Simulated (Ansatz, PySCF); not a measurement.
C2H9BeGeN, singlet, geometry from GFN2-xTB (such geometries of metal compounds can be far from the true shape). Base run: CASSCF(6,6)/STO-3G run with PySCF.

PySCF was given this input:
```python
from pyscf import gto, scf, mcscf
import numpy

mol = gto.Mole()
mol.atom = '''
    Be    0.246504   -0.184371   -0.197046
    N     1.265778   -0.938201   -1.007129
    C     2.694954   -0.869725   -0.797813
    C     0.953925   -1.831569   -2.100524
    H     3.101003   -1.859122   -0.555265
    H     3.203354   -0.505679   -1.698682
    H     2.915080   -0.192269    0.023899
    H     1.422268   -1.487193   -3.030388
    H     1.318317   -2.844628   -1.891885
    H    -0.122812   -1.872385   -2.247417
    Ge   -1.201974    0.890166    0.955042
    H    -1.726915    0.294836    2.233634
    H    -0.857869    2.252288    1.495291
    H    -2.528988    1.241502    0.337564
'''
mol.basis = 'sto-3g'
mol.charge = 0
mol.spin = 0
mol.verbose = 4
mol.build()

mf = scf.RHF(mol)
mf.kernel()
mc = mcscf.CASSCF(mf, 6, 6)
mc.fix_spin_(ss=0.0)
mc.kernel()
occ = numpy.linalg.eigvalsh(mc.fcisolver.make_rdm1(mc.ci, mc.ncas, mc.nelecas))[::-1]
ss = mc.fcisolver.spin_square(mc.ci, mc.ncas, mc.nelecas)[0]
print('natural occupations', occ.round(4), ' <S^2>', round(ss, 4))
```

Programs used: Ansatz (a program for electronic structure), PySCF; a row that names a program was run with it.

The base run was repeated with changes; each row names its change, and settings that it needs were set with it.

```
change                                                ΔE vs base (mEh)                      natural occupations  <S^2> of the state
----------------------------------------------------  ----------------  ---------------------------------------  ------------------
base                                                             0.000            1.98 1.98 1.96 0.04 0.02 0.01                0.00
active space = 2 electrons, 3 orbitals                          29.862                           1.97 0.03 0.00                0.00
active space = 6 electrons, 8 orbitals                          -8.620  1.98 1.98 1.96 0.04 0.02 0.02 0.00 0.00                0.00
orbitals = fixed (CASCI); correction = SC-NEVPT2                -187.4            2.00 1.99 1.99 0.02 0.01 0.00                0.00
code = ansatz; correction = SC-NEVPT2, all electrons            -192.6                                        -                   -
conv_tol = 1e-5                                                  0.000            1.98 1.98 1.96 0.04 0.02 0.01                0.00
correction = SC-NEVPT2                                          -186.9            1.98 1.98 1.96 0.04 0.02 0.01                0.00
fix_spin_ = off                                                  0.000            1.98 1.98 1.96 0.04 0.02 0.01                0.00
start = MP2 natural orbitals                                   -13.333            1.98 1.98 1.97 0.03 0.02 0.02                0.00
orbitals = fixed (CASCI)                                        30.113            2.00 1.99 1.99 0.02 0.01 0.00                0.00
active space = 6 electrons, 5 orbitals                           7.209                 2.00 1.98 1.96 0.04 0.02                0.00
```

Active orbitals are taken around the Fermi level unless the row says otherwise; CASSCF can end in different local minima, and two programs can end on different orbitals. State-averaged rows give the lowest state.

Ansatz warned in this series: other orbitals give a lower active-space energy.
